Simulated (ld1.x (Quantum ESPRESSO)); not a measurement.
# bromine (Br): RRKJ pseudisation with LDA (PZ), scalar-relativistic reference atom.

- Element: Br
- Generator: ld1.x (Quantum ESPRESSO) 7.5
- Type: norm-conserving RRKJ (Kleinman–Bylander form)
- Functional: LDA (PZ)
- Relativity: scalar-relativistic
- Frozen core: [Ar] 3d10
- Valence charge: 7
- Reference configuration: 4s1.5 4p5.5
- Partial waves: 4p (bound): rc 1.20 bohr; 4d channel at -0.15 Ry: rc 1.15 bohr; 4s (bound): rc 1.40 bohr
- Local potential: the s channel
- Core correction: none

Problem. Does this generation succeed?

Solution. No. ld1.x (Quantum ESPRESSO) 7.5 stopped with "compute_chi: n is too large": the Bessel-function wave could not be built (negative determinant in compute_phi), and the routine for χ then failed on it.
